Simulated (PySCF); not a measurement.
# Correlation energy of Se¹⁷⁺ (selenium, charge +17)

Starting occupation: [Ne] 3s2 3p5, 3p1/2 with m_j = +1/2, 3p3/2 with m_j = -3/2, -1/2, +1/2, +3/2. Calculation: PySCF 2.14, in an even-tempered Gaussian basis (19 s from 1.7 bohr⁻², ratio 2.4; 14 p from 2.2 bohr⁻², ratio 2.4; 5 d from 11 bohr⁻², ratio 2.6; 4 f from 16 bohr⁻², ratio 2.6); X2C-1e with screened-nucleus spin-orbit coupling, Gaussian nucleus. Frozen: 1s2; 15 electrons correlated; the 56 highest virtual spinors left out.

MP2 pair energies summed by pair of shells (mhartree):

```
       pair  energy  share (%)
2p1/2-2p3/2  -85.05       15.3
2p3/2-2p3/2  -81.06       14.6
3p3/2-3p3/2  -73.60       13.2
2p3/2-3p3/2  -45.26        8.1
3p3/2-3s1/2  -38.42        6.9
3p1/2-3p3/2  -36.06        6.5
2p3/2-2s1/2  -35.91        6.5
2p1/2-3p3/2  -25.48        4.6
2p1/2-2p1/2  -20.86        3.8
2p1/2-2s1/2  -18.98        3.4
2p3/2-3s1/2  -14.51        2.6
3p1/2-3s1/2  -13.91        2.5
2s1/2-3p3/2  -13.31        2.4
2p3/2-3p1/2  -12.27        2.2
2s1/2-2s1/2  -10.32        1.9
3s1/2-3s1/2   -8.61        1.5
2p1/2-3s1/2   -8.03        1.4
2p1/2-3p1/2   -5.68        1.0
2s1/2-3s1/2   -5.65        1.0
2s1/2-3p1/2   -3.41        0.6
```

Total MP2 correlation energy: -556.35 mhartree.

At this charge the one-electron X2C treatment keeps the bare 1/r₁₂, with no two-electron picture change or Breit term. The effect here is smaller than on the frozen 1s shell.
